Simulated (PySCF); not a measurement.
Polarisability and C₆ of Ca⁺ (calcium, charge +1)

[Ar] 4s1, 2S determinant. Computed with PySCF 2.14 in x2c-QZVPPall with one added diffuse shell each of s, p, d, f type (12s8p5d4f, 89 functions), with scalar relativity by spin-free X2C-1e. Coupled (time-dependent) response in atomic units; α is the mean over directions.

```csv
method,mean α (bohr³),C₆ (like pair),S(−4)
BLYP,67.52,461.0,4316
```

S(−4) is the Cauchy moment in α(ω) = α(0) + S(−4) ω² + …

α(iu) at BLYP:

| u (hartree) | α(iu) (bohr³) |
| --- | --- |
| 0 | 67.52 |
| 0.0500 | 58.29 |
| 0.100 | 41.74 |
| 0.200 | 20.76 |
| 0.300 | 12.38 |
| 0.500 | 6.592 |
| 0.750 | 4.200 |
| 1.00 | 3.062 |
| 1.50 | 1.877 |
| 2.00 | 1.262 |
| 3.00 | 0.6724 |
| 5.00 | 0.2815 |

A single London oscillator, α(iu) = α/(1 + u²/ω²), gives C₆ = (3/4) ω α². Matching the computed C₆ needs ω = 4 × 461.0 / (3 × 67.52²) = 0.135 hartree.

For an ion, C₆ is the dispersion term alone; charge-induced terms of lower order in 1/R come first.
